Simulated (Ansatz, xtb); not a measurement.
**C5H5ClN2S: which of two isomers lies lower**

We compare a, `C=C(Cl)Cc1ncns1`, a singlet, with b, `C/C(=C/Cl)c1cnsn1`, a singlet. Both are isolated molecules in the gas phase, relaxed with B3LYP-D3(BJ)/def2-SVP; the shapes shown needn't be the lowest conformers.

a (Å):

```
atom    x (Å)    y (Å)    z (Å)
   C  -0.7497   2.4908   1.1400
   C  -0.3794   1.7000   0.1314
   C  -1.2686   0.7179  -0.5806
   C  -0.8769  -0.7155  -0.3624
   C  -0.5482  -2.8416  -0.7211
  Cl   1.2700   1.7218  -0.4659
   N  -0.9383  -1.6501  -1.2713
   N  -0.1898  -2.8935   0.5387
   S  -0.3253  -1.3476   1.1685
   H  -0.0493   3.1776   1.6172
   H  -1.7799   2.4616   1.5029
   H  -2.3056   0.8654  -0.2359
   H  -1.2514   0.8950  -1.6667
   H  -0.5315  -3.7486  -1.3317
```

b (Å):

```xyz
14

C    -1.8111    0.9715    1.5481
C    -0.8588    0.0300    0.8494
C     0.3627   -0.1462    1.3906
C    -1.3828   -0.6040   -0.3720
C    -0.7467   -1.5442   -1.2744
Cl    1.6535   -1.1566    0.8143
N    -1.4977   -1.9208   -2.2832
N    -2.6211   -0.3066   -0.7532
S    -2.9588   -1.1415   -2.1351
H    -1.3572    1.4056    2.4494
H    -2.1134    1.7853    0.8712
H    -2.7356    0.4448    1.8298
H     0.6441    0.3790    2.3045
H     0.2632   -1.9353   -1.1708
```

Quicker runs give these differences E(b) − E(a): GFN2-xTB +0.14 kcal/mol; HF/STO-3G +2.60 kcal/mol (at GFN2-xTB geometries); r2SCAN-D4/def2-SVP +2.00 kcal/mol (at GFN2-xTB geometries).

Task: Estimate E(b) − E(a) at the level CCSD(T)/def2-SVP + ΔMP2/def2-TZVPP.

Result: Too close to call at this level: CCSD(T)/def2-SVP + ΔMP2/def2-TZVPP gives E(b) − E(a) = +1.36 kcal/mol.

How the difference moves with the method:

| level | geometry | E(b) − E(a) (kcal/mol) | departure from the last row (kcal/mol) | job, with rough time for the two |
| --- | --- | --- | --- | --- |
| GFN2-xTB | GFN2-xTB | +0.14 | −1.22 | optimisation, 0.18 s |
| HF/STO-3G | GFN2-xTB | +2.60 | +1.24 | single point, 0.3 s |
| r2SCAN-D4/def2-SVP | GFN2-xTB | +2.00 | +0.64 | single point, 1.6 s |
| B3LYP-D3(BJ)/def2-SVP | B3LYP-D3(BJ)/def2-SVP | +2.71 | +1.35 | optimisation, 48 s |
| HF/def2-SVP | B3LYP-D3(BJ)/def2-SVP | +8.74 | +7.38 | part of the CCSD(T) run |
| MP2/def2-SVP | B3LYP-D3(BJ)/def2-SVP | +2.06 | +0.70 | part of the CCSD(T) run |
| CCSD(T)/def2-SVP | B3LYP-D3(BJ)/def2-SVP | +4.05 | +2.69 | single point |
| CCSD(T)/def2-SVP + ΔMP2/def2-TZVPP | B3LYP-D3(BJ)/def2-SVP | +1.36 |  | single point, 42 s |

As drawn, b has 1 C∷C, 1 N∷S in place of 1 C∷N, 1 C∷S (∷ is an aromatic bond).

GFN2-xTB finds them nearly level. The largest departure from CCSD(T)/def2-SVP + ΔMP2/def2-TZVPP is that of HF/def2-SVP, 7.38 kcal/mol. A small imaginary or near-zero mode remains, so no thermal terms are given. The last row adds to CCSD(T) the change of the MP2 difference between the two basis sets, here −2.69 kcal/mol.

The correlated steps freeze 17 core orbitals. Run with Ansatz 0.2.0, xtb 6.7.1; the last row on 4 threads of AMD EPYC 9R45 96-Core Processor (Zen 5) on a shared host.
